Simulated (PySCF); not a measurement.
Isomers of C6H6O2, one GFN2-xTB conformer each. Single-point energies are computed at PBE0/pcSseg-1 (PySCF, gas phase, no added dispersion term), electronic only.

| SMILES | GFN2-xTB relative energy (kcal/mol) |
| --- | --- |
| Cc1cccc(=O)o1 | 0.0 |
| CC(=O)OC=C1C=C1 | 68.6 |
| O=C(O)C#CC1CC1 | 44.3 |
| C=Cc1ccc(O)o1 | 14.6 |
| CC(=O)C#CC(C)=O | 52.7 |

Conformers: `[CH3:1][C:2](=[O:3])[O:4][CH:5]=[C:6]1[CH:7]=[CH:8]1` with C1–C2–O4–C5 180°, C2–O4–C5–C6 31°; `[O:1]=[C:2]([OH:3])[C:4]#[C:5][CH:6]1[CH2:7][CH2:8]1` with O1–C2–O3–H 0°; `[CH2:1]=[CH:2][c:3]1[cH:4][cH:5][c:6]([OH:7])[o:8]1` with C1–C2–C3–C4 180°, C5–C6–O7–H 180°.

**Question.** What does PBE0/pcSseg-1 give for the same structures?

**Answer.** 
| SMILES | PBE0/pcSseg-1 E (Eh) | PBE0/pcSseg-1 (kcal/mol) | GFN2-xTB (kcal/mol) | point group |
| --- | --- | --- | --- | --- |
| Cc1cccc(=O)o1 | -382.21662 | 0.0 | 0.0 | Cs |
| C=Cc1ccc(O)o1 | -382.17648 | 25.2 | 14.6 | Cs |
| O=C(O)C#CC1CC1 | -382.14064 | 47.7 | 44.3 | Cs |
| CC(=O)C#CC(C)=O | -382.13832 | 49.1 | 52.7 | – |
| CC(=O)OC=C1C=C1 | -382.10121 | 72.4 | 68.6 | C1 |

Both levels put the same isomer lowest; measured from each level's own lowest isomer, the values differ by up to 10.6 kcal/mol (C=Cc1ccc(O)o1: 14.6 against 25.2). As drawn, the highest has a three-membered ring, which the lowest lacks. Neighbours under 2.5 kcal/mol apart (O=C(O)C#CC1CC1 and CC(=O)C#CC(C)=O) can change places with a better method, another conformer or zero-point energy.

**Question.** Which frontier levels, dipoles and rotational constants go with these structures?

**Answer.** 
```csv
SMILES,"HOMO (eV, PBE0/pcSseg-1)",LUMO (eV),dipole (D),"A, B, C (MHz)"
Cc1cccc(=O)o1,-6.83,-1.68,4.94,"3645, 2044, 1320"
C=Cc1ccc(O)o1,-5.68,-0.65,0.48,"4817, 1548, 1172"
O=C(O)C#CC1CC1,-7.77,-1.05,2.75,"6685, 842.0, 794.1"
CC(=O)C#CC(C)=O,-8.09,-2.21,3.22,"5075, 848.2, 817.6"
CC(=O)OC=C1C=C1,-5.99,-0.58,1.51,"5662, 1343, 1126"
```
